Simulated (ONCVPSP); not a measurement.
**fluorine ONCV: all-electron and pseudo phase curves**

```
Element                 : F (Z = 9)
Generator               : ONCVPSP 4.0.1
Type                    : optimised norm-conserving Vanderbilt (ONCV)
Functional              : PBE
Relativity              : scalar-relativistic
Frozen core             : [He]
Valence charge          : 7
Reference configuration : 2s2 2p5
Partial waves           : 2s: rc 0.70 bohr, ncon 5, nbas 8, qcut 7.4 1/bohr, 2 projectors, debl 1.8 Ha; 2p: rc 1.60 bohr, ncon 4, nbas 8, qcut 10 1/bohr, 1 projector; d scattering state at 0.28 Ha: rc 1.40 bohr, ncon 4, nbas 8, qcut 6.9 1/bohr, 3 projectors, debl 1.4 Ha
Local potential         : polynomial inside 0.65 bohr (lpopt 3, dvloc0 3 Ha)
Core correction         : Teter function, fcfact 4.5, rcfact 1.4
```

The phase is arctan(r·R′/R) of the radial function R(r), unwrapped; energies in Ha, scanned from -3 to 5 Ha. A pole is an energy at which the radial function vanishes at the test radius. The pseudo phase is shifted by a multiple of π to meet the all-electron one at the reference energy, and phase errors are pseudo minus all-electron; the curves can meet again beyond the range given. Levels narrower than the energy grid can be missing from the lists of poles.

Problem. For each channel, where are the poles, and over which energies does the pseudopotential scatter like the atom?

Solution.

```tsv
channel	radius (bohr)	reference energy (Ha)	poles, all-electron	poles, pseudo	unbroken range about the reference energy with phases within 0.05 rad	phase error 1 Ha above the reference energy (rad)
s	0.71	-1.10	none	none	the whole range	+0.000
p	1.63	-0.41	0.05	0.06	below 1.2	+0.014
d	1.42	0.28	none	none	the whole range	+0.000
```

Phases in the s channel:

```json
{"E (Ha)": "-2.98", "all-electron": "-0.163", "pseudo": "-0.163"}
{"E (Ha)": "-2.54", "all-electron": "-0.296", "pseudo": "-0.296"}
{"E (Ha)": "-2.10", "all-electron": "-0.424", "pseudo": "-0.424"}
{"E (Ha)": "-1.66", "all-electron": "-0.544", "pseudo": "-0.544"}
{"E (Ha)": "-1.22", "all-electron": "-0.654", "pseudo": "-0.654"}
{"E (Ha)": "-0.78", "all-electron": "-0.752", "pseudo": "-0.752"}
{"E (Ha)": "-0.34", "all-electron": "-0.840", "pseudo": "-0.840"}
{"E (Ha)": "0.10", "all-electron": "-0.917", "pseudo": "-0.917"}
{"E (Ha)": "0.54", "all-electron": "-0.986", "pseudo": "-0.986"}
{"E (Ha)": "0.98", "all-electron": "-1.046", "pseudo": "-1.046"}
{"E (Ha)": "1.42", "all-electron": "-1.099", "pseudo": "-1.099"}
{"E (Ha)": "1.86", "all-electron": "-1.145", "pseudo": "-1.145"}
{"E (Ha)": "2.30", "all-electron": "-1.187", "pseudo": "-1.187"}
{"E (Ha)": "2.74", "all-electron": "-1.224", "pseudo": "-1.224"}
{"E (Ha)": "3.18", "all-electron": "-1.258", "pseudo": "-1.258"}
{"E (Ha)": "3.62", "all-electron": "-1.288", "pseudo": "-1.288"}
{"E (Ha)": "4.06", "all-electron": "-1.316", "pseudo": "-1.316"}
{"E (Ha)": "4.50", "all-electron": "-1.341", "pseudo": "-1.341"}
{"E (Ha)": "4.94", "all-electron": "-1.364", "pseudo": "-1.364"}
```
